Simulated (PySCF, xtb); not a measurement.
tetrasiletane (H₈Si₄), SMILES [SiH2]1[SiH2][SiH2][SiH2]1.

Harmonic wavenumbers (cm⁻¹) from GFN2-xTB (xtb) at its own minimum, in rising order: 69, 245, 280, 293, 293, 382, 382, 383, 391, 398, 418, 430, 483, 483, 489, 606, 617, 617, 824, 834, 834, 862, 2151, 2164, 2164, 2171, 2179, 2179, 2189, 2191.

### Question
What does PBE-D3(BJ)/def2-SVP (PySCF) give at its own minimum? (The exact figures need the calculation; the answer reports its results.)

### Answer
87, 174, 276, 276, 374, 390, 406, 406, 425, 432, 510, 520, 578, 630, 630, 672, 672, 695, 860, 860, 870, 888, 2135, 2135, 2138, 2140, 2156, 2158, 2158, 2163. Paired by order, the mean absolute difference is 47 cm⁻¹ and the zero-point energies are 40.0 and 41.2 kcal/mol.
